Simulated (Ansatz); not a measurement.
C$_{2}$H$_{4}$O$_{2}$, charge +1, doublet, at a GFN2-xTB geometry (a state made from the parent by changing its charge; the spin is typed, not shown lowest); BHLYP/def2-SVP in Ansatz (a program for electronic structure).

Input for Ansatz:
Ansatz 0.2 input:
```yaml
crystal:
  periodic: [false, false, false]
  atoms:
    - {symbol: C, position_ang: [-1.42721550, -0.34477446, -0.06284575]}
    - {symbol: O, position_ang: [-0.10832509, -0.80332889, 0.05979256]}
    - {symbol: C, position_ang: [0.88366296, 0.03530489, -0.04001311]}
    - {symbol: O, position_ang: [0.96130834, 1.20784457, 0.09580546]}
    - {symbol: H, position_ang: [-1.80525534, -0.41698392, -1.09967017]}
    - {symbol: H, position_ang: [-2.03450360, -1.08161068, 0.49162085]}
    - {symbol: H, position_ang: [-1.53507051, 0.69186288, 0.28101196]}
    - {symbol: H, position_ang: [1.81227857, -0.57257630, -0.30059372]}
basis:
  gaussian:
    orbitals: def2-SVP
hamiltonian:
  xc: {name: BHLYP}
total_charge: 1
magnetization: {spin_polarized: true, initial_magnetization: 1}
```

It wrote (shortened):

```
Functional definition: BHLYP
757 factors; integrals over basis functions are off by at most 1.3e-3 eV
mean field evaluation 1: about -6207.3630 eV, gradient 3.9e1 eV
mean field evaluation 2: about -6205.3537 eV, gradient 4.8e1 eV
mean field evaluation 4: about -6213.5063 eV, gradient 5.9e0 eV
mean field evaluation 8: about -6213.8570 eV, gradient 6.9e-1 eV
mean field evaluation 16: about -6213.9888 eV, gradient 1.5e-1 eV
mean field evaluation 32: about -6213.9897 eV, gradient 5.9e-5 eV
mean field -6213.98973335 eV, -228.3599107071 hartree, gradient 3.1e-5 eV, S^2 0.759381; 2 other end points of the search recorded, 0 dependent functions left out
reference -6213.98985821 eV, -228.3599152956 hartree; 16, 15 occupied and 60, 61 virtual orbitals, 757 factors
Total energy: -6213.98985821 eV, -228.3599152956 hartree
```
